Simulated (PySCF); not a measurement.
C₄H₁₃PSi₂.
Z-matrix (Å and degrees, GFN2-xTB geometry), rows numbered from 1:
```
P 
Si  1  2.2400
Si  2  2.3279  1  114.21
C   3  1.8984  2  109.65  1   179.69
C   4  1.5418  3  117.76  2  -170.14
C   5  1.5339  4   89.64  3   130.14
C   6  1.5346  5   89.77  4   -10.11
H   1  1.3819  2   95.42  3    45.99
H   1  1.3816  2   95.33  3   -46.67
H   2  1.4702  1  103.86  3   124.45
H   2  1.4703  1  103.88  3  -125.17
H   3  1.4744  2  112.44  1    60.65
H   3  1.4728  2  113.77  1   -59.21
H   4  1.0915  3  110.61  2    61.66
H   5  1.0884  4  113.17  3    15.25
H   5  1.0882  4  115.79  3  -110.98
H   6  1.0885  5  113.05  4   104.82
H   6  1.0882  5  115.66  4  -128.89
H   7  1.0884  4  115.84  3   110.13
H   7  1.0891  4  113.37  3   -16.25
```

The calculation used PBE0/pcSseg-1 in PySCF (dipole) on a GFN2-xTB geometry, gas phase.

Masses are those of the commonest isotopes; rigid-rotor values at the optimised geometry. The values belong to one conformer with, in the numbering `[PH2:1][SiH2:2][SiH2:3][CH:4]1[CH2:5][CH2:6][CH2:7]1`, H–P1–Si2–Si3 46° and -47°, P1–Si2–Si3–C4 180°, Si2–Si3–C4–C5 -170°, Si3–C4–C5–C6 130°, C4–C5–C6–C7 -10°, C5–C6–C7–C4 10°, Si3–C4–C7–C6 -131°.

(1) Give the principal moments of inertia and the rotational constants in cm⁻¹.

(2) What kind of rotor is it?

(3) What does the inertial defect say?

(4) Give the other two planar moments, Paa and Pbb, and the rms extents of the mass along the axes.

(5) Give the coordinates in the principal-axis frame, origin at the centre of mass.

(6) Where do the levels up to J = 3 lie, in K?

(7) Which lines would a microwave search look for?

(8) Estimate the classical rotational partition function at 50 K, 100 K and 500 K.

## Answers

(1) Ia = 111.26, Ib = 976.05, Ic = 1031.99 u·Å²; 505379 MHz·u·Å²/I gives 4542, 517.8 and 489.7 MHz, that is A = 0.15152, B = 0.01727, C = 0.01634 cm⁻¹.

(2) A near-prolate asymmetric top. Ray's parameter κ = (2B − A − C)/(A − C) = -0.986; −1 is the prolate and +1 the oblate limit.

(3) Not planar: Δ = Ic − Ia − Ib = -55.32 u·Å². For a rigid frame Δ = −2 Σ m c², so Σ m c² = 27.66 u·Å² lies off the ab plane: 15.79 from hydrogen and 11.87 from heavier atoms. The atom farthest from that plane is 1.76 Å away.

(4) Paa = Σ m a² = (Ib + Ic − Ia)/2 = 948.39 and Pbb = Σ m b² = (Ia + Ic − Ib)/2 = 83.60 u·Å². With the mass M = 148.03 u, the rms extents √(P/M) along a, b and c are 2.53, 0.75, 0.43 Å.

(5) The sense of each axis is arbitrary; atoms in the order of the calculation.
```csv
atom,mass (u),a (Å),b (Å),c (Å)
P1,30.974,-3.537,0.079,0.245
Si2,27.977,-1.511,-0.664,-0.353
Si3,27.977,0.214,0.853,0.028
C4,12.000,1.866,0.091,-0.515
C5,12.000,3.160,0.837,-0.134
C6,12.000,3.740,-0.470,0.421
C7,12.000,2.362,-1.131,0.285
H8,1.008,-3.398,1.324,-0.339
H9,1.008,-3.139,0.558,1.479
H10,1.008,-1.365,-1.925,0.389
H11,1.008,-1.678,-1.048,-1.763
H12,1.008,0.347,1.208,1.453
H13,1.008,0.047,2.132,-0.683
H14,1.008,1.854,-0.131,-1.583
H15,1.008,3.008,1.594,0.634
H16,1.008,3.707,1.288,-0.960
H17,1.008,4.489,-0.914,-0.231
H18,1.008,4.142,-0.416,1.430
H19,1.008,2.341,-2.083,-0.243
H20,1.008,1.857,-1.255,1.242
```

(6) Above 0(0,0), as E/k:
J = 1: 1(0,1) 0.048, 1(1,1) 0.242, 1(1,0) 0.243
J = 2: 2(0,2) 0.145, 2(1,2) 0.337, 2(1,1) 0.341, 2(2,1) 0.920, 2(2,0) 0.920
J = 3: 3(0,3) 0.290, 3(1,3) 0.480, 3(1,2) 0.488, 3(2,2) 1.065, 3(2,1) 1.065, 3(3,1) 2.035, 3(3,0) 2.035
Those of J = 1 are B + C, A + C and A + B.

(7) The dipole components are |μa| = 1.87 D, |μb| = 0.37 D, |μc| = 0.07 D. The squared components, which scale the intensities, stand as 1.00 : 0.04 : 0.00 (a : b : c). Some lines, for components of 0.1 D or more:

```
type  branch         J(Ka,Kc)    MHz  lower level (cm⁻¹)
   a       R  3(0,3) ← 2(0,2)   3022               0.101
   a       R  3(2,1) ← 2(2,0)   3023               0.640
   a       R  4(1,4) ← 3(1,3)   3974               0.334
   b       Q  1(1,0) ← 1(0,1)   4053               0.034
   a       R  4(1,3) ← 3(1,2)   4086               0.339
   b       Q  3(1,2) ← 3(0,3)   4123               0.202
   b       R  4(1,4) ← 3(0,3)   7929               0.202
   b       R  2(2,1) ← 1(1,0)  14117               0.169
   b       Q  4(3,1) ← 4(2,2)  20191               0.875
   b       Q  4(4,1) ← 4(3,2)  28270               1.548
   b       R  4(4,1) ← 3(3,0)  32300               1.414
```

(8) Point group C1, symmetry number σ = 1; q = (√π/σ)·√((kT/h)³/(ABC)), k/h = 20836.6 MHz/K: 55500 at 50 K, 157000 at 100 K, 1760000 at 500 K.

Not checked by GFN2-xTB frequencies. No vibrational averaging or centrifugal distortion is included, and the geometry carries the error of its method.
